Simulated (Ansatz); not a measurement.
CH7AlN2 (`C[NH][AlH][NH2]`). The species carries charge 0 and has multiplicity 1.

```xyz
11

C     1.4417   -0.5100   -0.6860
N     0.1475    0.0067   -1.0696
Al   -1.2227    0.4696   -0.0481
N    -1.1095    0.3228    1.7122
H     1.6312   -1.5133   -1.0876
H     2.2663    0.1374   -1.0094
H     1.5089   -0.5871    0.4022
H     0.0587    0.0970   -2.0703
H    -2.5455    1.0155   -0.7187
H    -1.8572    0.5738    2.3376
H    -0.3194   -0.0125    2.2376
```

(1) What are the harmonic wavenumbers in cm⁻¹ at PBE0-D4/def2-TZVP (Ansatz, finite differences of forces, unscaled)? (An estimate is asked.)

(2) Is this a minimum?

(3) Give the ideal-gas thermochemistry at 298.15 K and 1 bar (rigid rotor, harmonic oscillator; point group Cs, symmetry number 1).

(4) And at 400, 500, 600, 800 and 1000 K?

(5) Rotational constants (cm⁻¹)?

Answers

(1) Computed: 103, 129, 156, 312, 315, 355, 465, 529, 581, 654, 738, 854, 1083, 1139, 1162, 1401, 1459, 1483, 1515, 1568, 1947, 3002, 3044, 3098, 3609, 3616, 3705.

(2) Yes, all 27 modes are real.

(3) Zero-point energy 227.4 kJ/mol; H(298) − E = 248.4 kJ/mol; entropy 334.6 J/(mol·K), of which translation 162.5, rotation 106.6, vibration 65.5; G(298) − E = 148.7 kJ/mol.

(4) 
```tsv
T (K)	H − E (kJ/mol)	S (J/mol/K)	G − E (kJ/mol)
400	260.3	368.9	112.8
500	273.8	398.8	74.4
600	288.7	426.0	33.1
800	322.0	473.7	-57.0
1000	359.0	514.9	-155.9
```

(5) 0.3782, 0.118, 0.09151.
